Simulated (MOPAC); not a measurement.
MOPAC input (PM6):

```
PM6 1SCF UHF MS=0.5 GEO-OK AUX(PRECISION=9) THREADS=1
HS2

S    -0.92033396 1    0.01263961 1    0.45810799 1
S     0.82388438 1    0.04083510 1   -0.47353801 1
H     1.54319333 1   -0.85559544 1    0.24688016 1
```

Output:

```
 *******************************************************************************
 **                                                                           **
 **                              MOPAC v23.2.5                                **
 **                                                                           **
 *******************************************************************************
 ** MOPAC's Digital Object Identifier: https://doi.org/10.5281/zenodo.6511958 **
 **                                                                           **
 ** Please cite the open-source release paper for use of this MOPAC version:  **
 ** J. E. Moussa and J. J. P. Stewart (2026)                                  **
 ** MOPAC: An open-source semiempirical molecular orbital program             **
 ** J. Open Source Softw., 11(119), 8025, https://doi.org/10.21105/joss.08025 **
 *******************************************************************************

                              PM6 CALCULATION RESULTS

 *******************************************************************************
 *  PM6        - The PM6 Hamiltonian to be used
 *  GEO-OK     - OVERRIDE INTERATOMIC DISTANCE AND OTHER SAFETY CHECKS
 *  UHF        - UNRESTRICTED HARTREE-FOCK CALCULATION
 *  MS=        - IN MECI, MAGNETIC COMPONENT OF SPIN =  0.5
 *  1SCF       - DO 1 SCF AND THEN STOP
 *  AUX        - OUTPUT AUXILIARY INFORMATION
 *******************************************************************************
PM6 1SCF UHF MS=0.5 GEO-OK AUX(PRECISION=9) THREADS=1
 HS2

   ATOM   CHEMICAL          X               Y               Z
  NUMBER   SYMBOL      (ANGSTROMS)     (ANGSTROMS)     (ANGSTROMS)

     1       S         -0.92033396  *   0.01263961  *   0.45810799  *
     2       S          0.82388438  *   0.04083510  *  -0.47353801  *
     3       H          1.54319333  *  -0.85559544  *   0.24688016  *

          CARTESIAN COORDINATES

    NO.       ATOM           X           Y           Z

     1         S         -0.9203      0.0126      0.4581
     2         S          0.8239      0.0408     -0.4735
     3         H          1.5432     -0.8556      0.2469

 General Reference for PM6:
 "Optimization of Parameters for Semiempirical Methods V: Modification of NDDO Approximations
 and Application to 70 Elements", J. J. P. Stewart, J. Mol. Mod., 13, 1173-1213 (2007)
 URL: https://link.springer.com/article/10.1007/s00894-007-0233-4

           Empirical Formula: H S2  =     3 atoms

      MOLECULAR POINT GROUP   :   Cs

          UHF CALCULATION, NO. OF ALPHA ELECTRONS =    7
                           NO. OF BETA  ELECTRONS =    6

 -------------------------------------------------------------------------------
 PM6 1SCF UHF MS=0.5 GEO-OK AUX(PRECISION=9) THREADS=1
 HS2

     1SCF WAS SPECIFIED, SO BFGS WAS NOT USED
     SCF FIELD WAS ACHIEVED

                              PM6 CALCULATION
                                                       MOPAC v23.2.5 Linux

          FINAL HEAT OF FORMATION =         23.64294 KCAL/MOL =      98.92207 KJ/MOL

          COSMO AREA              =         86.43 SQUARE ANGSTROMS
          COSMO VOLUME            =         70.84 CUBIC ANGSTROMS

          IONIZATION POTENTIAL    =          9.248055 EV
          ALPHA SOMO LUMO (EV)    =         -9.248 -1.426
          BETA  SOMO LUMO (EV)    =         -9.332 -2.315
          NO. OF ALPHA ELECTRONS  =          7
          NO. OF BETA  ELECTRONS  =          6
          MOLECULAR WEIGHT        =         65.1279         POINT GROUP:  Cs

          MOLECULAR DIMENSIONS (Angstroms)

            Atom       Atom       Distance
            H     3    S     1     2.62058
            S     2    H     3     1.00126
            S     2    S     1     0.00000

          SCF CALCULATIONS        =          1

   ATOM   CHEMICAL          X               Y               Z
  NUMBER   SYMBOL      (ANGSTROMS)     (ANGSTROMS)     (ANGSTROMS)

     1       S         -0.92033396  *   0.01263961  *   0.45810799  *
     2       S          0.82388438  *   0.04083510  *  -0.47353801  *
     3       H          1.54319333  *  -0.85559544  *   0.24688016  *

                             CARTESIAN COORDINATES

   1    S       -0.920333960     0.012639610     0.458107990
   2    S        0.823884380     0.040835100    -0.473538010
   3    H        1.543193330    -0.855595440     0.246880160

           Empirical Formula: H S2  =     3 atoms

      MOLECULAR POINT GROUP   :   Cs

          ALPHA EIGENVALUES
 -32.23662 -25.50769 -14.35856 -11.68634 -11.66621  -9.61836  -9.24805  -1.42625
   0.32417   0.75160   0.92838   1.28207   1.33616   1.37519   2.07497   2.11770
   2.17634   2.42076   3.22941

           BETA EIGENVALUES
 -30.27195 -22.86474 -14.03356 -11.30567 -10.45460  -9.33202  -2.31455  -0.99993
  -0.05852   0.70446   0.72860   1.22176   1.38385   1.40396   1.87667   2.08882
   2.23597   2.44457   3.16994

              NET ATOMIC CHARGES AND DIPOLE CONTRIBUTIONS

  ATOM NO.   TYPE          CHARGE      No. of ELECS.   s-Pop       p-Pop       d-Pop
    1          S          -0.234188        6.2342     1.97747     4.16003     0.09669
    2          S           0.064981        5.9350     1.91719     3.83108     0.18675
    3          H           0.169208        0.8308     0.83079
 DIPOLE           X         Y         Z       TOTAL
 POINT-CHG.     2.547    -0.697    -0.462     2.680
 HYBRID        -0.922     0.046     0.418     1.014
 SUM            1.624    -0.651    -0.044     1.751

          ATOMIC ORBITAL ELECTRON POPULATIONS

     Atom    s        px        py        pz      x^2-y^2     xz        z^2       yz        xy
    1  S   1.97747   1.06928   1.59705   1.49370   0.02899   0.03232   0.01255   0.00422   0.01861
    2  S   1.91719   1.05821   1.41354   1.35933   0.01436   0.04905   0.01776   0.02743   0.07814
    3  H   0.83079

                    (SZ)    =    0.500000
                    (S**2)  =    0.774471

          ATOMIC ORBITAL SPIN POPULATIONS

    Atom   Total    s     px     py     pz   x^2-y^2  xz     z^2    yz     xy
         Atomic
    1  S  0.6743  0.005  0.065  0.367  0.259 -0.003 -0.005 -0.004 -0.002 -0.008
    2  S  0.3379  0.010  0.035  0.199  0.124  0.001 -0.008 -0.004 -0.003 -0.016
    3  H -0.0122 -0.012

 **********************
 *                    *
 * JOB ENDED NORMALLY *
 *                    *
 **********************

 == MOPAC DONE ==
```

The geometry given is a B3LYP-D3(BJ)/def2-TZVP minimum.
